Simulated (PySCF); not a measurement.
This PySCF input asks for the NMR shieldings of SMILES CC(C)/C([SiH3])=C/B(O)O, C₅H₁₃BO₂Si; the geometry comes from GFN2-xTB.

```python
import basis_set_exchange as bse
import numpy as np
from pyscf import gto, dft
from pyscf.prop import nmr

atoms = """
C    -1.934861   -0.073289   -1.382583
C    -1.511285    0.203291    0.063166
C    -2.148596   -0.818785    1.002428
C    -0.001853    0.252492    0.111189
Si    0.801395    1.853407   -0.508064
C     0.740732   -0.777413    0.532268
B     2.291580   -0.742700    0.524620
O     2.875559    0.393159    0.050016
O     3.002232   -1.811278    0.967121
H    -1.531803    0.687316   -2.046974
H    -1.559721   -1.043991   -1.700822
H    -3.019772   -0.074776   -1.468271
H    -1.886458    1.195579    0.340000
H    -3.230453   -0.698112    0.998844
H    -1.789212   -0.679926    2.019635
H    -1.922223   -1.834630    0.687390
H     1.546893    1.676293   -1.754197
H     1.547096    2.538708    0.546712
H    -0.330236    2.745960   -0.836621
H     0.262069   -1.681114    0.889762
H     3.831152    0.451826    0.027430
H     3.957356   -1.742630    0.936103
"""
names = dict.fromkeys(["C", "Si", "B", "O", "H"], "pcSseg-1")
basis = {el: gto.basis.parse(bse.get_basis(n, elements=[el], fmt="nwchem")) for el, n in names.items()}
mol = gto.M(atom=atoms, basis=basis, charge=0, verbose=0)
mf = dft.RKS(mol, xc="PBE0")
mf.grids.level = 2
mf.grids.alignment = dft.numint.BLKSIZE   # the property module wants whole blocks of grid points
mf.conv_tol = 1e-9
mf.kernel()

calc = nmr.RKS(mf)   # GIAO
C = mf.mo_coeff
Co = C[:, mf.mo_occ > 0]
resp = mf.gen_response(singlet=True, hermi=2)
def vind(x):   # induced exchange potential for any number of trial vectors
    d = np.einsum("pi,xij,qj->xpq", C, 2 * x.reshape(-1, C.shape[1], Co.shape[1]), Co, optimize=True)
    return np.einsum("xpq,pi,qj->xij", resp(d - d.transpose(0, 2, 1)), C, Co, optimize=True).ravel()
mo1, _ = nmr.rhf.solve_mo1(calc, with_cphf=vind)
sigma = calc.kernel(mo1)
for i, s in enumerate(sigma):   # ppm
    w = np.linalg.eigvalsh((s + s.T) / 2)
    print("%2d %-2s iso %8.1f  s11 %8.1f  s22 %8.1f  s33 %8.1f" % (i, mol.atom_pure_symbol(i), w.mean(), *w))
```

Q: What are the results?

A: 
```
 0 C  iso    160.9  s11    144.8  s22    154.3  s33    183.7
 1 C  iso    144.4  s11    134.8  s22    140.7  s33    157.7
 2 C  iso    164.8  s11    150.3  s22    158.7  s33    185.3
 3 C  iso      4.1  s11   -118.5  s22    -31.1  s33    161.9
 4 Si iso    425.4  s11    375.5  s22    426.5  s33    474.3
 5 C  iso     49.9  s11    -62.6  s22     38.4  s33    173.9
 6 B  iso     75.9  s11     61.2  s22     76.7  s33     90.0
 7 O  iso    207.4  s11    146.1  s22    228.6  s33    247.6
 8 O  iso    218.5  s11    132.7  s22    260.7  s33    262.1
 9 H  iso     30.2  s11     25.4  s22     29.8  s33     35.5
10 H  iso     31.3  s11     28.1  s22     29.8  s33     35.9
11 H  iso     30.5  s11     26.3  s22     27.8  s33     37.5
12 H  iso     29.1  s11     24.5  s22     29.1  s33     33.6
13 H  iso     30.5  s11     26.2  s22     28.4  s33     37.0
14 H  iso     30.5  s11     26.4  s22     28.2  s33     37.0
15 H  iso     30.4  s11     27.0  s22     29.1  s33     35.2
16 H  iso     27.1  s11     23.5  s22     26.7  s33     31.3
17 H  iso     27.2  s11     23.2  s22     26.9  s33     31.5
18 H  iso     27.8  s11     24.0  s22     27.8  s33     31.6
19 H  iso     25.1  s11     21.4  s22     23.0  s33     30.9
20 H  iso     28.3  s11     22.7  s22     24.2  s33     37.9
21 H  iso     28.3  s11     22.5  s22     24.2  s33     38.3
```

These numbers come from an equivalent density-fitted implementation of the same equations, which agrees with the script to about 0.01 ppm for H and up to a few tenths of a ppm for heavy atoms, so last digits may differ.

Size and cost of the density-fitted run: 225 basis functions, 83 s wall time on 1 thread of an Arm Neoverse N1, shared host; peak memory 1 GiB.
